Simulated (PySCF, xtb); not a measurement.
C4H7O, SMILES C[CH]C(C)=O, multiplicity 2. One conformer was computed; it need not be the lowest.

Harmonic wavenumbers (cm⁻¹) from GFN2-xTB (xtb) at its own minimum, in rising order: 86, 106, 141, 235, 401, 498, 594, 641, 843, 921, 982, 991, 1047, 1152, 1185, 1364, 1371, 1384, 1425, 1455, 1460, 1466, 1590, 2938, 2967, 3022, 3027, 3044, 3063, 3083.

Q: What does PySCF 2.14.0 with B3LYP-D3(BJ)/def2-SVP give at its own minimum? (The exact figures need the calculation; the answer reports its results.)

A: 44, 108, 158, 263, 418, 525, 605, 665, 798, 952, 962, 1021, 1038, 1139, 1211, 1360, 1369, 1410, 1435, 1447, 1450, 1475, 1647, 2999, 3031, 3049, 3104, 3142, 3158, 3162. Paired by order, the mean absolute difference is 32 cm⁻¹ and the zero-point energies are 60.7 and 61.7 kcal/mol.
